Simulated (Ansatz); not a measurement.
Basis-set series for AlBH4OSiTe (`O[B]1[SiH2][Al]1[TeH]`). Charge 0, multiplicity 1. Te takes the def2 core potential. The geometry is a stationary point of PBE0-D4/def2-TZVP. It is one conformer, not always the lowest.

```
functional       basis  functions  energy (Eh)  HOMO (eV)  LUMO (eV)
   PBE0-D4    def2-SVP        110   -901.85698      -6.21      -1.24
   PBE0-D4  def2-QZVPP        456   -902.19565      -6.25      -1.37
   ωB97M-V    def2-SVP        110   -902.07435      -8.01       0.44
   ωB97M-V  def2-QZVPP        456   -902.41540      -8.08       0.08
```

Give the rows for def2-TZVPP. (An estimate is asked.)

The calculation gave: 
```json
{"functional": "PBE0-D4", "basis": "def2-TZVPP", "functions": "252", "energy (Eh)": "-902.17198", "HOMO (eV)": "-6.24", "LUMO (eV)": "-1.32"}
{"functional": "ωB97M-V", "basis": "def2-TZVPP", "functions": "252", "energy (Eh)": "-902.39240", "HOMO (eV)": "-8.07", "LUMO (eV)": "0.30"}
```

Positive LUMOs are unbound and depend on the basis.

Results of the Gaussian-basis code of Ansatz.
